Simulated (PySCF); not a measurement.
C2H6ClFSi2, SMILES C=C(F)[Si@@H](Cl)[SiH3].

Geometry optimised at PBE0-D3(BJ)/def2-SVP. The structure was generated by enumeration; whether it is a known compound was not checked. The values are those of a single conformer.

Two levels are set side by side: TDA-PBE/def2-SVPD (PySCF) and TDA-B3LYP/def2-SVPD (PySCF). Vertical, same geometry. The lowest singlet is HOMO→LUMO+1 96 % with PBE and HOMO→LUMO+1 96 % with the other functional; states are paired by order. Differences are taken from unrounded values.

```json
[
 {"quantity": "lowest singlet excitation (eV)", "TDA-PBE": "5.20"},
 {"quantity": "lowest triplet excitation (TDA) (eV)", "TDA-PBE": "4.17"},
 {"quantity": "first bright state (f over 0.05) (eV)", "TDA-PBE": "5.67"},
 {"quantity": "its oscillator strength", "TDA-PBE": "0.11"}
]
```

**Question.** These are the TDA-PBE values. What does TDA-B3LYP give? (An estimate is asked for; the answer gives what the named calculation found.)

**Answer.** 
| quantity | TDA-B3LYP | TDA-PBE minus TDA-B3LYP |
|---|---|---|
| lowest singlet excitation (eV) | 5.84 | -0.64 |
| lowest triplet excitation (TDA) (eV) | 4.18 | -0.01 |
| first bright state (f over 0.05) (eV) | 6.30 | -0.63 |
| its oscillator strength | 0.19 | -0.09 |

A lower first singlet is the usual sign of a functional without exact exchange. Differences between two approximate levels are no errors against the true value.

Rough cost on one machine, each run with all the roots and properties that it gave: TDA-B3LYP against TDA-PBE about 2 times.
